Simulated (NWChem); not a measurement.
System: HfNH$_{2}$SF; SMILES [NH2][Hf]([F])=[S]

```xyz
6

Hf    -0.0659     0.1713     0.3807
S      0.6297    -1.8760    -0.1602
F     -1.7746     0.6783    -0.3495
N      1.4138     1.4542    -0.0944
H      1.2831     2.4408    -0.3167
H      2.3500     1.1823    -0.3887
```
Atoms are numbered in this order, from 1.

Level: PBE0/def2-SVP with def2 effective core potentials on Hf (NWChem), optimised geometry, unscaled harmonic frequencies. def2 effective core potentials on Hf; no spin-orbit coupling.

```tsv
frequency (cm⁻¹)	IR intensity (km/mol)
98	14.3
153	4.5
160	0.7
401	9.2
491	24.1
534	43.1
599	188.0
645	123.0
650	67.0
1507	41.5
3558	72.0
3652	39.2
```

| Property | Result |
|---|---|
| zero-point energy | 17.8 kcal/mol |
| thermal correction to the enthalpy at 298.15 K (with zero-point energy) | 22.1 kcal/mol |
| heat capacity Cv | 18.6 cal/(mol K) |
| entropy at 298.15 K and 1 atm (symmetry number 1) | 81.6 cal/(mol K) |

Rigid rotor and harmonic oscillator; modes under 100 cm⁻¹ make the entropy uncertain.
